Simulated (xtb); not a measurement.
I₂Pb, triplet, at the geometry of the source list (GFN-xTB shapes and energies of metal compounds can be far from the true ones) (the spin is typed, not shown lowest). Base run: GFN2-xTB run with xtb 6.7.1.

Geometry (Å):
```xyz
3

Pb     0.0000     0.0000     1.1402
I      1.0617    -1.8576    -0.5701
I     -1.0617     1.8576    -0.5701
```
Charge 0, spin multiplicity 3.
All else is at xtb's defaults.
Base energy -9.94623 Eh.

Variants of this job, named by their change:

```csv
change,ΔE vs base (kJ/mol),dipole (D),G_solv (kcal/mol),SCF cycles
base,0.00,5.32,-,13
etemp = 5000,-90.8,5.30,-,10
acc = 1000,0.01,5.30,-,7
alpb = acetone,-34.2,5.38,-8.21,14
etemp = 1000,-11.17,5.28,-,13
gbsa = thf,-27.4,5.42,-6.60,13
alpb = ch2cl2,-27.0,5.42,-6.53,13
```

ALPB and GBSA are two models with their own fitted parameters for each solvent, which aren't always the measured dielectric constant.
